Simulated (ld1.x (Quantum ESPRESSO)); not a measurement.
**Configuration tests for osmium (RRKJ)**

ld1.x (Quantum ESPRESSO) 7.5 input, shortened:

```
&input
   title='Os', zed=76., rel=1, dft='PBE', iswitch=3,
   config='[Xe] 4f14 5d6 6s2 6p0'
 /
 &inputp
   pseudotype=2, tm=.false., rho0=0.01, lloc=-1, rcloc=1.25,
   nlcc=.false.
 /
3
5S  1  0   2.00   0.00  1.30  1.30  0.0
5P  2  1   6.00   0.00  1.70  1.70  0.0
5D  3  2   6.00   0.00  1.55  1.55  0.0
 &test
   configts(1)='5s2 5p6 5d6 6s2 6p0'
 /
```

Occupied shells without a wave of their own: 6s. They enter only through the test configuration that unscreens the potential.

Energies are relative to the spin-unpolarised reference configuration 5s2 5p6 5d6 6s2 6p0; without spin polarisation the order of configurations can differ from experiment.

| valence configuration | charge | ΔE all-electron (eV) | error AE − PS (meV) |
| --- | --- | --- | --- |
| 5s2 5p6 5d6 6s1 6p0 | +1 | 9.577 | -816 |
| 5s2 5p6 5d6 6s0 6p0 | +2 | 26.491 | -1984 |
| 5s2 5p6 5d5 6s0 6p0 | +3 | 55.338 | -2789 |
| 5s2 5p6 5d6 6s1 6p1 | 0 | 5.057 | -607 |
| 5s2 5p6 5d6.5 6s1.5 6p0 | 0 | 0.054 | -292 |
| 5s2 5p5 5d6 6s2 6p0 | +1 | 56.916 | +126 |

Question: What are ΔE and the potential's error for 5s2 5p6 5d5 6s2 6p0?

Answer: ΔE = 11.078 eV all-electron; the error (AE − PS) is +31 meV.

Levels in the configuration 5s2 5p6 5d5 6s2 6p0:

```csv
level,all-electron (eV),pseudo (eV)
5s,-102.604,-102.293
5p,-61.711,-61.479
5d,-16.193,-16.109
6s,-14.177,-15.146
```

The 6s level has no wave, so the channel is fitted at the deeper level alone: the likely source of the large errors.

The potential misses its own reference levels by up to 0.7 eV.
